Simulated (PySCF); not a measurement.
Computed shifts of a molecule C5H6O2, B3LYP/pcSseg-1 (PySCF), GIAO, gas phase, equivalent atoms averaged, in ppm (number of nuclei): ¹³C: 154.4 (1), 139.4 (1), 133.0 (1), 112.0 (1), 74.5 (1). ¹H: 6.67 (1), 6.03 (1), 5.85 (1), 5.02 (1), 4.84 (1), 4.47 (1). References: ¹³C against TMS (σ = 181.3 ppm); ¹⁷O against H2O (σ = 333.8 ppm); ¹H against TMS (σ = 31.68 ppm), references at their B3LYP-D3(BJ)/def2-TZVP geometries, non-relativistic. The structure is a stationary point at B3LYP-D3(BJ)/def2-SVP. The values are those of a single conformer.

Task: Which molecule gave these data?
A. C#CCOCC=O
B. O=CCC1=COC1
C. C1=COC=COC1
D. O=CC1CC(=O)C1

Result: C, C1=COC=COC1
